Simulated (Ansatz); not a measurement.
Pulling the pair apart

The pair of K⁺ (SMILES [K+], atom 1) and HF (SMILES F, atoms 2–3), both closed shells, in one local arrangement (a lower one may exist), relaxed at PBE0-D4/def2-TZVP:

```xyz
3
angstrom
K 0.0416 0.0582 -2.0243
F -0.0110 -0.0154 0.5491
H -0.0306 -0.0429 1.4752
```

HF is shifted rigidly along the line between the mean atom positions of the two fragments (negative: closer). Counterpoise interaction energies in kJ/mol. Program: Ansatz 0.2.0. Basis: def2-TZVPPD. Cores are frozen in the correlated methods. The outer core shell of Li, Na, Mg and K is correlated. The def2 sets are not built for correlating such inner shells, so the correlated values are less sure here.

```tsv
shift (Å)	PBE0-D4	HF	wB97M-V
-0.26	-43.0	-39.1	-43.0
-0.13	-49.9	-47.6	-49.9
0.00	-51.8	-50.5	-51.6
0.13	-51.0	-50.4	-50.6
0.31	-48.0	-47.8	-47.2
0.64	-41.5	-40.8	-39.5
1.29	-29.7	-29.5	-27.9
2.58	-16.7	-17.3	-16.1
```

Q: What does CCSD(T) give at these shifts? (An estimate is asked for; the value comes from the calculation.)

A: The calculation gives: -38.5, -46.6, -49.1, -48.7, -45.8, -38.6, -27.5, -15.9 kJ/mol. For zero shift, CCSD(T) at an estimated basis limit (MP2 extrapolated from triple and quadruple zeta, plus CCSD(T) − MP2 in triple zeta) gives -51.8 kJ/mol. These are counterpoise interaction energies, counted from the two frozen fragments.

T1 diagnostic: at most 0.008.

For scale, one of the runs: CCSD(T)/def2-TZVPPD, 93 basis functions, launched by `ansatz run in.yaml --threads 2 --pin off --events-out ev --progress --plain --max-ram 5222MiB`. The run took about 1.3 s on 2 CPU threads of an Arm Neoverse V1 (shared host).
